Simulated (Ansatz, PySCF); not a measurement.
System: sum formula BBrCl (charge 0, doublet). It need not be the lowest isomer of its formula. 
Geometry from a B3LYP-D3(BJ)/def2-TZVP (Ansatz, a quantum-chemistry and plane-wave program) optimisation:
```xyz
3

B     -0.9021    -0.3157     0.0064
Cl    -1.7532     1.1816    -0.0079
Br     0.9804    -0.5288     0.0029
```
Charge 0, spin multiplicity 2.

Property: atomisation energy (electronic, to ground-state atoms), in kcal/mol. Correlated levels leave the core frozen unless marked. UHF or UKS for open shells. Spin-orbit coupling is left out. The frozen core is the preceding noble-gas configuration, with the filled d and f shells of earlier blocks. No relativistic terms. FCI takes restricted orbitals. The coupled-cluster limit lacks core correlation, which all-electron functionals hold. CBS(X,Y): correlation extrapolated as X^-3; Hartree-Fock from the larger set.

| level | program | atomisation energy (kcal/mol) |
|---|---|---|
| PBE/def2-TZVPD | Ansatz | 202.1 |
| PBE-D4/def2-TZVPD | Ansatz + dftd4 | 203.9 |
| revPBE-D3(BJ)/def2-TZVPD | Ansatz + dftd3 | 195.7 |
| revPBE-D4/def2-TZVPD | Ansatz + dftd4 | 196.5 |
| PBE0/def2-SVP | Ansatz | 200.3 |
| r2SCAN0-D4/def2-TZVPD | Ansatz + dftd4 | 195.6 |
| MN15-D3(BJ)/def2-TZVPD | PySCF + dftd3 | 193.4 |

Problem. What does CCSD(T)/CBS(def2-TZVPP,def2-QZVPP) (Ansatz) give?

Solution. 187.2 kcal/mol
